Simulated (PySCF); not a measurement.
Atom-mapped SMILES (the numbers label the heavy atoms): `[CH:1]#[C:2][C@:3]1([F:4])[SiH2:5][CH:6]=[C:7]1[C:8]#[N:9]`; H(Xn) means a hydrogen on atom n. Ha(Si5) is pro-R; Hb(Si5) is pro-S.

Single conformer, non-relativistic Hamiltonian, no solvent. Coordinates at the GFN2-xTB level; PBE0/pcSseg-1 with gauge-including orbitals; PySCF 2.14.

δ = σ(ref) − σ, references computed at the same level: ¹³C (σ = 186.93 ppm), ¹H (σ = 31.72 ppm), ²⁹Si (σ = 349.16 ppm) vs TMS; ¹⁹F (σ = 170.95 ppm) vs CFCl3; ¹⁵N (σ = 267.73 ppm) vs NH3.

| atoms | nucleus | count | Hirshfeld charge | δ (ppm) |
| --- | --- | --- | --- | --- |
| C7 | ¹³C | 1 | 0.01 | ? |
| F4 | ¹⁹F | 1 | -0.12 | -183.7 |
| H(C6) | ¹H | 1 | 0.06 | 7.41 |
| N9 | ¹⁵N | 1 | -0.19 | ? |
| Si5 | ²⁹Si | 1 | 0.37 | -24.1 |
| C8 | ¹³C | 1 | 0.08 | ? |
| C2 | ¹³C | 1 | -0.06 | 83.2 |
| C3 | ¹³C | 1 | 0.03 | ? |
| C1 | ¹³C | 1 | -0.09 | 92.2 |
| Ha(Si5) | ¹H | 1 | -0.06 | 5.03 |
| H(C1) | ¹H | 1 | 0.10 | 2.79 |
| Hb(Si5) | ¹H | 1 | -0.05 | 5.07 |
| C6 | ¹³C | 1 | -0.10 | 165.9 |

Task: Estimate the values marked ?.

Result: 
- C7: 147.5 ppm, fully substituted alkene carbon; the olefinic region
- C8: 118.1 ppm, nitrile carbon; typical of a nitrile
- C3: 92.5 ppm, allylic fully substituted sp3 carbon bonded to F and Si; pulled downfield by the heteroatom
- N9: 333.2 ppm, nitrile nitrogen

Shifts are as computed. Against solution values, carbons near 30 ppm lie about +3 ppm off and those near 130 ppm about +5 ppm. Of 1211 compounds with measured shifts, 218 miss one by over three times the rms of a fit or turn the order of signals round; such compounds aren't used in these exercises. Unscaled 19F shifts against computed CFCl3 carry errors that often reach 10 to 50 ppm. Experimental scales use liquid or dissolved standards, which lie at an offset from isolated NH3 (liquid NH3: subtract about 20 ppm). Unscaled 15N shifts of sp2 nitrogen come out 20 to 40 ppm too high even then.
